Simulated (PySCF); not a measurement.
# As: electron affinity

As⁻ [Ar] 3d10 4s2 4p4 [4p1/2^2 4p3/2^2, M_J = 2] → As [Ar] 3d10 4s2 4p3 [4p1/2^2 4p3/2^1, M_J = 3/2], as a difference of total energies. All numbers are calculated (PySCF 2.14, the two-component X2C-1e Hamiltonian, in x2c-TZVPall-2c with one added diffuse shell each of s, p, d type (7s8p5d1f, 63 functions)). Correlated levels: [Ne] frozen. "Screened" scales the spin-orbit matrix elements by Boettger's factors to mimic the two-electron term; Breit and QED terms are absent.

```csv
method,electron affinity (eV)
GHF (spin-free),-0.358
GMP2 (spin-free),0.446
GHF (screened spin-orbit),-0.302
GMP2 (screened spin-orbit),0.508
```

The spin-free rows relax to the high-spin LS determinant and lack the spin-orbit shift.

Errors of the correlated levels include the incompleteness of this basis and the frozen core.

The labels give the starting determinants; with spin-orbit coupling the two ends relaxed to ⟨J²⟩ = 6.06, ⟨L²⟩ = 2.04, ⟨S²⟩ = 2.03 and ⟨J²⟩ = 3.75, ⟨L²⟩ = 0.01, ⟨S²⟩ = 3.74.

A negative affinity means that the anion lies above the atom at that level of theory.

For comparison: 0.804 eV (measured; photodetachment measurements, as compiled on the Wikipedia data page of electron affinities).
